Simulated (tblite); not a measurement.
C₅H₁₂BF₃Si.
SMILES with atom numbers: `[BH2:1][C@@H:2]([CH2:3][CH:4]([F:5])[F:6])[CH2:7][C@@H:8]([F:9])[SiH3:10]` (hydrogens: H11, H12 on B1; H13 on C2; H14, H15 on C3; H16 on C4; H17, H18 on C7; H19 on C8; H20, H21, H22 on Si10)

Computed with GFN2-xTB (tblite), gas phase: L-BFGS steps from a force-field or distance-geometry start until the largest atomic force falls under 0.01 eV/Å.

Step 24: E = -924.5172 eV
```
atom  x, y, z in Å  |  force x, y, z in eV/Å
B1     -0.5016   -2.3038    0.5528    0.146  -0.002   0.035
C2     -0.8113   -1.0238   -0.3316   -0.092  -0.023   0.058
C3     -1.8329   -0.0703    0.2951   -0.117   0.101   0.082
C4     -2.1303    1.1701   -0.5314   -0.026   0.098   0.038
F5     -3.1605    1.8554    0.0351   -0.055  -0.013  -0.057
F6     -2.5251    0.8667   -1.7939   -0.013  -0.047   0.063
C7      0.5408   -0.3408   -0.6613   -0.002  -0.092  -0.174
C8      1.2900    0.2780    0.5069   -0.083   0.034  -0.063
F9      1.6574   -0.7167    1.4107   -0.038  -0.036  -0.026
Si10    2.9094    1.1807   -0.0041    0.163   0.021   0.011
H11    -0.5250   -2.2603    1.7198   -0.146  -0.037  -0.067
H12    -0.1812   -3.2844   -0.0011    0.028   0.051   0.088
H13    -1.2368   -1.3388   -1.2929    0.121   0.071  -0.025
H14    -2.7806   -0.5982    0.4202   -0.012  -0.067  -0.028
H15    -1.5287    0.2720    1.2836    0.099  -0.016   0.046
H16    -1.2984    1.8836   -0.6117    0.117  -0.020  -0.033
H17     0.3957    0.4290   -1.4185   -0.070   0.130  -0.016
H18     1.1795   -1.0969   -1.1119    0.141  -0.140  -0.035
H19     0.6261    0.9432    1.0649   -0.031   0.044   0.124
H20     2.5771    2.3191   -0.8615   -0.074  -0.057  -0.032
H21     3.7554    0.1996   -0.6774   -0.025   0.003  -0.059
H22     3.5706    1.6561    1.2057   -0.032  -0.003   0.070
```

Step 25: E = -924.5264 eV
```
atom  x, y, z in Å  |  force x, y, z in eV/Å
B1     -0.4894   -2.2962    0.5534    0.115  -0.006   0.032
C2     -0.8138   -1.0182   -0.3268   -0.149  -0.049   0.094
C3     -1.8363   -0.0625    0.3053   -0.003   0.096   0.015
C4     -2.1289    1.1742   -0.5318   -0.004   0.053   0.023
F5     -3.1605    1.8663    0.0197   -0.061   0.015  -0.019
F6     -2.5201    0.8601   -1.7935    0.004  -0.047   0.060
C7      0.5419   -0.3470   -0.6674   -0.113  -0.073  -0.110
C8      1.2863    0.2709    0.5018   -0.050   0.015  -0.042
F9      1.6585   -0.7262    1.4017   -0.063  -0.049  -0.018
Si10    2.8997    1.1755   -0.0009    0.255   0.095  -0.043
H11    -0.5353   -2.2724    1.7209   -0.138  -0.031  -0.091
H12    -0.1367   -3.2567   -0.0142    0.037   0.014   0.106
H13    -1.2424   -1.3345   -1.2865    0.097   0.063  -0.005
H14    -2.7833   -0.5930    0.4394    0.053  -0.014  -0.047
H15    -1.5215    0.2871    1.2892    0.065  -0.042   0.014
H16    -1.2908    1.8838   -0.6167    0.052  -0.059  -0.016
H17     0.3916    0.4193   -1.4250   -0.031   0.163  -0.052
H18     1.1777   -1.1083   -1.1145    0.115  -0.115  -0.027
H19     0.6241    0.9338    1.0632   -0.060   0.037   0.125
H20     2.5630    2.3148   -0.8592   -0.056  -0.082  -0.006
H21     3.7528    0.2001   -0.6759   -0.035   0.016  -0.048
H22     3.5529    1.6484    1.2150   -0.031  -0.001   0.054
```

Question: Estimate the geometry and energy of step 26. (The exact step hangs on the optimiser's Hessian estimate; all steps are aligned on step 25, rigid shifts and turns removed.)

Answer: E = -924.5345 eV, largest force 0.253 eV/Å
```
atom  x, y, z in Å  |  force x, y, z in eV/Å
B1     -0.4786   -2.2892    0.5549    0.057   0.005   0.015
C2     -0.8169   -1.0139   -0.3218   -0.121  -0.042   0.077
C3     -1.8397   -0.0554    0.3142    0.104   0.054  -0.041
C4     -2.1281    1.1785   -0.5309    0.015  -0.005   0.008
F5     -3.1618    1.8758    0.0067   -0.049   0.041   0.013
F6     -2.5163    0.8535   -1.7911    0.017  -0.042   0.044
C7      0.5423   -0.3528   -0.6749   -0.157  -0.009  -0.016
C8      1.2827    0.2662    0.4965    0.003   0.007  -0.019
F9      1.6577   -0.7343    1.3936   -0.083  -0.044  -0.028
Si10    2.8967    1.1727    0.0013    0.220   0.111  -0.059
H11    -0.5482   -2.2822    1.7208   -0.124  -0.024  -0.079
H12    -0.1021   -3.2332   -0.0216    0.058  -0.032   0.106
H13    -1.2423   -1.3287   -1.2827    0.037   0.034   0.011
H14    -2.7846   -0.5912    0.4538    0.097   0.047  -0.054
H15    -1.5144    0.2970    1.2946    0.025  -0.054  -0.008
H16    -1.2832    1.8824   -0.6206   -0.016  -0.080   0.005
H17     0.3870    0.4143   -1.4313    0.010   0.130  -0.057
H18     1.1800   -1.1184   -1.1177    0.033  -0.043  -0.004
H19     0.6220    0.9272    1.0640   -0.057   0.006   0.081
H20     2.5494    2.3088   -0.8584   -0.032  -0.081   0.007
H21     3.7498    0.2003   -0.6769   -0.021   0.016  -0.044
H22     3.5382    1.6420    1.2246   -0.017   0.005   0.042
```

The energy changes by -0.0081 eV. The first-order estimate −F·Δx gives -0.0117 eV and the mean of the old and new forces, exact on a quadratic surface, -0.0082 eV. The step makes an angle of 73° with the force vector and moves no atom by more than 0.042 Å.

What follows is the cost of the whole relaxation. On an AMD EPYC with one thread, shared host, this took 7.2 s wall, 5.7 s CPU.
